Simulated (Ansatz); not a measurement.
`OC(F)BCl` + HBr → `ClBBr` + `OCF` at 298.15 K and 1 bar (ligand exchange at a B–C bond).

Computed with Ansatz on PBE0-D4/def2-TZVP structures; ΔE is electronic, products minus reactants. CBS: MP2 limit from def2 TZ/QZ plus the TZ coupled-cluster correction, frozen cores. For Br outer-core shells are correlated without core-valence functions, which leaves a few kJ/mol of doubt a bond. Scalar relativity is left out up to krypton. Each species was taken in one conformer, which may not be the lowest.

```json
{"species": "`OC(F)BCl`", "CCSD(T)/CBS energy (Eh)": "-699.41319", "H − E (kJ/mol)": "145.5", "S (J/(mol·K))": "334.5"}
{"species": "HBr", "CCSD(T)/CBS energy (Eh)": "-2573.91920", "H − E (kJ/mol)": "24.6", "S (J/(mol·K))": "198.6"}
{"species": "`ClBBr`", "CCSD(T)/CBS energy (Eh)": "-3058.55678", "H − E (kJ/mol)": "49.7", "S (J/(mol·K))": "285.3"}
{"species": "`OCF`", "CCSD(T)/CBS energy (Eh)": "-214.81254", "H − E (kJ/mol)": "130.4", "S (J/(mol·K))": "256.5"}
```

H − E and S are ideal-gas, rigid-rotor, harmonic terms from PBE0-D4/def2-TZVP, for one conformer and one mirror image of each species. 1 Eh = 2625.50 kJ/mol, R = 8.31446 J/(mol·K).

Task: By hand: ΔE, ΔH, ΔS and ΔG.

Result: ΔE = (-3058.55678) + (-214.81254) − (-699.41319) − (-2573.91920) = -0.03693 Eh = -97.0 kJ/mol. Δ(H − E) = 49.7 + 130.4 − 145.5 − 24.6 = 10.0, so ΔH = -87.0 kJ/mol. ΔS = 285.3 + 256.5 − 334.5 − 198.6 = 8.7 J/(mol·K). ΔG = -87.0 − 298.15 × (8.7)/1000 = -89.6 kJ/mol.

Task: By hand: the equilibrium constant, and the temperature at which ΔG would vanish if ΔH and ΔS stayed fixed.

Result: log₁₀ K = −ΔG/(RT ln 10) = 15.7. ΔH and −TΔS have one sign here, so there is no such temperature.

The number of gas molecules stays the same, so ΔS is small and ΔH decides. A doubt of 5 kJ/mol in ΔE shifts log₁₀ K by 0.9 here. Other conformers and mirror images would add mixing entropy, several J/(mol·K) or more a flexible species. Modes under 60 cm⁻¹, often nearly free rotors, make the harmonic entropy too high. These are equilibria of isolated gas molecules and say nothing of rates. Largest T1 diagnostic: 0.013 (customary marks: 0.02 for closed shells, 0.045 for open ones).

ΔS is within the doubt of such terms, so its sign, and with it that verdict, could turn.
